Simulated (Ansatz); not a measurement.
Ansatz (a first-principles code) input (B3LYP-D3(BJ)/def2-TZVP):

Ansatz 0.2 input:
```yaml
crystal:
  periodic: [false, false, false]
  atoms:
    - {symbol: C, position_ang: [-1.55364481, 0.18472806, 0.20260344]}
    - {symbol: C, position_ang: [-0.56172745, -0.90153453, 0.47540713]}
    - {symbol: C, position_ang: [0.63354278, -0.01948338, 0.28346519]}
    - {symbol: C, position_ang: [-0.35075671, 1.10833889, -0.15840770]}
    - {symbol: N, position_ang: [1.59255528, -0.45090616, -0.73633612]}
    - {symbol: H, position_ang: [-2.13461923, 0.51483596, 1.07201779]}
    - {symbol: H, position_ang: [-2.26729897, -0.00367737, -0.60641601]}
    - {symbol: H, position_ang: [-0.66023377, -1.95093463, 0.72069776]}
    - {symbol: H, position_ang: [1.12519854, 0.22873018, 1.23999417]}
    - {symbol: H, position_ang: [-0.28278436, 2.04227357, 0.39805782]}
    - {symbol: H, position_ang: [-0.26766294, 1.30853319, -1.22479499]}
    - {symbol: H, position_ang: [1.93548781, -1.38069350, -0.51955801]}
    - {symbol: H, position_ang: [2.39954323, 0.16498167, -0.74405393]}
basis:
  gaussian:
    orbitals: def2-TZVP
hamiltonian:
  xc: b3lyp
  dispersion: d3bj
magnetization: {spin_polarized: true, initial_magnetization: 1}
phonons: {temperatures: {t_min: 298.15, t_max: 298.15, t_step: 100}}
```

Output:

```
Functional definition: B3LYP
integrals: 0.11 GiB planned
1227 factors; their error is unknown
mean field: 1.36 GiB planned
mean field evaluation 1: about -5755.1209 eV, gradient 5.4e1 eV
mean field evaluation 2: about -5738.9362 eV, gradient 7.9e1 eV
mean field evaluation 4: about -5768.1494 eV, gradient 3.1e0 eV
mean field evaluation 8: about -5768.1933 eV, gradient 9.2e-2 eV
mean field evaluation 16: about -5768.1576 eV, gradient 3.7e-4 eV
mean field -5768.15764914 eV, -211.9758838082 hartree, gradient 5.8e-5 eV, S^2 0.754583; 0 other end points of the search recorded, 0 dependent functions left out
the calculation of the forces begins
reference -5768.15792887 eV, -211.9758940882 hartree; 20, 19 occupied and 183, 184 virtual orbitals, 1227 factors
these checks for a lower state are left out or cut short: stability, starts, cluster_reference, orbital_swaps, neighbouring_geometries, increment
integrals: 0.11 GiB planned
1227 factors; their error is unknown
mean field: 1.36 GiB planned
mean field -5768.15744092 eV, -211.9758761564 hartree, gradient 2.0e-6 eV, S^2 0.754585; 0 other end points of the search recorded, 0 dependent functions left out
the calculation of the forces begins
reference -5768.15772080 eV, -211.9758864416 hartree; 20, 19 occupied and 183, 184 virtual orbitals, 1227 factors
these checks for a lower state are left out or cut short: stability, starts, cluster_reference, orbital_swaps, neighbouring_geometries, increment
integrals: 0.11 GiB planned
1227 factors; their error is unknown
mean field: 1.36 GiB planned
mean field evaluation 32: about -5768.1575 eV, gradient 1.4e-6 eV
mean field -5768.15752520 eV, -211.9758792535 hartree, gradient 2.0e-6 eV, S^2 0.754581; 0 other end points of the search recorded, 0 dependent functions left out
the calculation of the forces begins
reference -5768.15780479 eV, -211.9758895282 hartree; 20, 19 occupied and 183, 184 virtual orbitals, 1227 factors
these checks for a lower state are left out or cut short: stability, starts, cluster_reference, orbital_swaps, neighbouring_geometries, increment
integrals: 0.11 GiB planned
1227 factors; their error is unknown
mean field: 1.36 GiB planned
mean field -5768.15754108 eV, -211.9758798370 hartree, gradient 2.0e-6 eV, S^2 0.754587; 0 other end points of the search recorded, 0 dependent functions left out
the calculation of the forces begins
reference -5768.15782075 eV, -211.9758901149 hartree; 20, 19 occupied and 183, 184 virtual orbitals, 1227 factors
these checks for a lower state are left out or cut short: stability, starts, cluster_reference, orbital_swaps, neighbouring_geometries, increment
integrals: 0.11 GiB planned
1227 factors; their error is unknown
mean field: 1.36 GiB planned
mean field -5768.15753535 eV, -211.9758796265 hartree, gradient 2.0e-6 eV, S^2 0.754580; 0 other end points of the search recorded, 0 dependent functions left out
the calculation of the forces begins
reference -5768.15781514 eV, -211.9758899085 hartree; 20, 19 occupied and 183, 184 virtual orbitals, 1227 factors
these checks for a lower state are left out or cut short: stability, starts, cluster_reference, orbital_swaps, neighbouring_geometries, increment
integrals: 0.11 GiB planned
1227 factors; their error is unknown
mean field: 1.36 GiB planned
mean field -5768.15749802 eV, -211.9758782546 hartree, gradient 2.0e-6 eV, S^2 0.754582; 0 other end points of the search recorded, 0 dependent functions left out
the calculation of the forces begins
reference -5768.15777776 eV, -211.9758885347 hartree; 20, 19 occupied and 183, 184 virtual orbitals, 1227 factors
these checks for a lower state are left out or cut short: stability, starts, cluster_reference, orbital_swaps, neighbouring_geometries, increment
integrals: 0.11 GiB planned
[...]
mean field -5768.15752430 eV, -211.9758792204 hartree, gradient 2.0e-6 eV, S^2 0.754583; 0 other end points of the search recorded, 0 dependent functions left out
the calculation of the forces begins
reference -5768.15780396 eV, -211.9758894979 hartree; 20, 19 occupied and 183, 184 virtual orbitals, 1227 factors
these checks for a lower state are left out or cut short: stability, starts, cluster_reference, orbital_swaps, neighbouring_geometries, increment
integrals: 0.11 GiB planned
1227 factors; their error is unknown
mean field: 1.36 GiB planned
mean field evaluation 480: about -5768.1576 eV, gradient 1.4e-6 eV
mean field -5768.15757306 eV, -211.9758810124 hartree, gradient 2.0e-6 eV, S^2 0.754583; 0 other end points of the search recorded, 0 dependent functions left out
the calculation of the forces begins
reference -5768.15785286 eV, -211.9758912948 hartree; 20, 19 occupied and 183, 184 virtual orbitals, 1227 factors
these checks for a lower state are left out or cut short: stability, starts, cluster_reference, orbital_swaps, neighbouring_geometries, increment
integrals: 0.11 GiB planned
1227 factors; their error is unknown
mean field: 1.36 GiB planned
mean field -5768.15765146 eV, -211.9758838934 hartree, gradient 2.0e-6 eV, S^2 0.754583; 0 other end points of the search recorded, 0 dependent functions left out
the calculation of the forces begins
reference -5768.15793119 eV, -211.9758941734 hartree; 20, 19 occupied and 183, 184 virtual orbitals, 1227 factors
these checks for a lower state are left out or cut short: stability, starts, cluster_reference, orbital_swaps, neighbouring_geometries, increment
integrals: 0.11 GiB planned
1227 factors; their error is unknown
mean field: 1.36 GiB planned
mean field -5768.15758952 eV, -211.9758816172 hartree, gradient 2.0e-6 eV, S^2 0.754583; 0 other end points of the search recorded, 0 dependent functions left out
the calculation of the forces begins
reference -5768.15786925 eV, -211.9758918972 hartree; 20, 19 occupied and 183, 184 virtual orbitals, 1227 factors
these checks for a lower state are left out or cut short: stability, starts, cluster_reference, orbital_swaps, neighbouring_geometries, increment
integrals: 0.11 GiB planned
1227 factors; their error is unknown
mean field: 1.36 GiB planned
mean field -5768.15751385 eV, -211.9758788364 hartree, gradient 2.0e-6 eV, S^2 0.754583; 0 other end points of the search recorded, 0 dependent functions left out
the calculation of the forces begins
reference -5768.15779357 eV, -211.9758891160 hartree; 20, 19 occupied and 183, 184 virtual orbitals, 1227 factors
these checks for a lower state are left out or cut short: stability, starts, cluster_reference, orbital_swaps, neighbouring_geometries, increment
integrals: 0.11 GiB planned
1227 factors; their error is unknown
mean field: 1.36 GiB planned
mean field -5768.15755088 eV, -211.9758801971 hartree, gradient 2.0e-6 eV, S^2 0.754583; 0 other end points of the search recorded, 0 dependent functions left out
the calculation of the forces begins
reference -5768.15783062 eV, -211.9758904775 hartree; 20, 19 occupied and 183, 184 virtual orbitals, 1227 factors
these checks for a lower state are left out or cut short: stability, starts, cluster_reference, orbital_swaps, neighbouring_geometries, increment
integrals: 0.11 GiB planned
1227 factors; their error is unknown
mean field: 1.36 GiB planned
mean field evaluation 512: about -5768.1569 eV, gradient 4.9e-1 eV
mean field -5768.15762373 eV, -211.9758828745 hartree, gradient 2.0e-6 eV, S^2 0.754583; 0 other end points of the search recorded, 0 dependent functions left out
the calculation of the forces begins
reference -5768.15790345 eV, -211.9758931539 hartree; 20, 19 occupied and 183, 184 virtual orbitals, 1227 factors
these checks for a lower state are left out or cut short: stability, starts, cluster_reference, orbital_swaps, neighbouring_geometries, increment
integrals: 0.11 GiB planned
1227 factors; their error is unknown
mean field: 1.36 GiB planned
mean field -5768.15764735 eV, -211.9758837426 hartree, gradient 2.0e-6 eV, S^2 0.754583; 0 other end points of the search recorded, 0 dependent functions left out
the calculation of the forces begins
reference -5768.15792710 eV, -211.9758940232 hartree; 20, 19 occupied and 183, 184 virtual orbitals, 1227 factors
these checks for a lower state are left out or cut short: stability, starts, cluster_reference, orbital_swaps, neighbouring_geometries, increment
integrals: 0.11 GiB planned
1227 factors; their error is unknown
mean field: 1.36 GiB planned
mean field -5768.15759811 eV, -211.9758819328 hartree, gradient 2.0e-6 eV, S^2 0.754584; 0 other end points of the search recorded, 0 dependent functions left out
the calculation of the forces begins
reference -5768.15787786 eV, -211.9758922134 hartree; 20, 19 occupied and 183, 184 virtual orbitals, 1227 factors
these checks for a lower state are left out or cut short: stability, starts, cluster_reference, orbital_swaps, neighbouring_geometries, increment
integrals: 0.11 GiB planned
1227 factors; their error is unknown
mean field: 1.36 GiB planned
mean field -5768.15752407 eV, -211.9758792122 hartree, gradient 2.0e-6 eV, S^2 0.754583; 0 other end points of the search recorded, 0 dependent functions left out
the calculation of the forces begins
reference -5768.15780379 eV, -211.9758894917 hartree; 20, 19 occupied and 183, 184 virtual orbitals, 1227 factors
these checks for a lower state are left out or cut short: stability, starts, cluster_reference, orbital_swaps, neighbouring_geometries, increment
integrals: 0.11 GiB planned
1227 factors; their error is unknown
mean field: 1.36 GiB planned
mean field evaluation 544: about -5768.1576 eV, gradient 2.0e-6 eV
mean field -5768.15758265 eV, -211.9758813646 hartree, gradient 2.0e-6 eV, S^2 0.754583; 0 other end points of the search recorded, 0 dependent functions left out
the calculation of the forces begins
reference -5768.15786238 eV, -211.9758916445 hartree; 20, 19 occupied and 183, 184 virtual orbitals, 1227 factors
these checks for a lower state are left out or cut short: stability, starts, cluster_reference, orbital_swaps, neighbouring_geometries, increment
integrals: 0.11 GiB planned
1227 factors; their error is unknown
mean field: 1.36 GiB planned
mean field -5768.15759106 eV, -211.9758816737 hartree, gradient 2.0e-6 eV, S^2 0.754583; 0 other end points of the search recorded, 0 dependent functions left out
the calculation of the forces begins
reference -5768.15787079 eV, -211.9758919538 hartree; 20, 19 occupied and 183, 184 virtual orbitals, 1227 factors
these checks for a lower state are left out or cut short: stability, starts, cluster_reference, orbital_swaps, neighbouring_geometries, increment
integrals: 0.11 GiB planned
1227 factors; their error is unknown
mean field: 1.36 GiB planned
mean field -5768.15762762 eV, -211.9758830172 hartree, gradient 2.0e-6 eV, S^2 0.754583; 0 other end points of the search recorded, 0 dependent functions left out
the calculation of the forces begins
reference -5768.15790735 eV, -211.9758932974 hartree; 20, 19 occupied and 183, 184 virtual orbitals, 1227 factors
these checks for a lower state are left out or cut short: stability, starts, cluster_reference, orbital_swaps, neighbouring_geometries, increment
integrals: 0.11 GiB planned
1227 factors; their error is unknown
mean field: 1.36 GiB planned
mean field -5768.15765408 eV, -211.9758839899 hartree, gradient 2.0e-6 eV, S^2 0.754583; 0 other end points of the search recorded, 0 dependent functions left out
the calculation of the forces begins
reference -5768.15793381 eV, -211.9758942697 hartree; 20, 19 occupied and 183, 184 virtual orbitals, 1227 factors
Total energy: -5768.58716636 eV, -211.9916682749 hartree
Atom 0 at    -1.553645     0.184728     0.202603 Å, force     0.000136     0.000002    -0.001688 eV/Å
Atom 1 at    -0.561727    -0.901535     0.475407 Å, force     0.000242    -0.000706     0.001011 eV/Å
Atom 2 at     0.633543    -0.019483     0.283465 Å, force    -0.001260    -0.001309     0.000518 eV/Å
Atom 3 at    -0.350757     1.108339    -0.158408 Å, force    -0.000200     0.001230     0.000660 eV/Å
Atom 4 at     1.592555    -0.450906    -0.736336 Å, force     0.000851     0.001059     0.000742 eV/Å
Atom 5 at    -2.134619     0.514836     1.072018 Å, force     0.000405     0.000141    -0.000215 eV/Å
Atom 6 at    -2.267299    -0.003677    -0.606416 Å, force     0.000002    -0.000193     0.000473 eV/Å
Atom 7 at    -0.660234    -1.950935     0.720698 Å, force     0.000402     0.000551    -0.000385 eV/Å
Atom 8 at     1.125199     0.228730     1.239994 Å, force     0.000156    -0.000358    -0.000312 eV/Å
Atom 9 at    -0.282784     2.042274     0.398058 Å, force     0.000309     0.000462    -0.000162 eV/Å
Atom 10 at    -0.267663     1.308533    -1.224795 Å, force    -0.000718    -0.000287    -0.000034 eV/Å
Atom 11 at     1.935488    -1.380694    -0.519558 Å, force    -0.000236     0.000056    -0.000178 eV/Å
Atom 12 at     2.399543     0.164982    -0.744054 Å, force    -0.000089    -0.000648    -0.000430 eV/Å
Dipole moment:     0.133035     0.013356     0.211914 e Å
Vibrations: 74.89 146.53 241.12 385.16 451.48 706.24 756.40 837.55 863.82 914.25 952.45 964.56 1012.18 1069.15 1125.25 1172.92 1208.19 1217.94 1259.47 1300.78 1326.34 1360.97 1459.82 1484.18 1646.84 2889.88 2989.79 3015.69 3070.27 3127.00 3184.24 3464.85 3543.29 cm⁻¹, zero-point energy 3.051468 eV
```

It need not be the lowest isomer of its formula.
